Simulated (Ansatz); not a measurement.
CH$_{6}$O$_{2}$SSi (`O[SiH2]OCS`), charge 0, multiplicity 1.

(1) Give a relaxed structure at PBE0-D4/def2-TZVP (the Gaussian-basis code of Ansatz). (Best estimate.)

Results:

(1) The calculation gave: 
```xyz
11

O    -0.332    2.104   -0.323
Si    0.876    1.023   -0.535
O     0.845   -0.225    0.551
C     0.041   -1.347    0.392
S    -1.744   -1.001    0.267
H    -1.219    1.740   -0.402
H     2.133    1.751   -0.288
H     0.815    0.411   -1.891
H     0.268   -1.887   -0.534
H     0.210   -2.014    1.237
H    -1.894   -0.554    1.525
```
This is one stationary point; other conformers may exist.
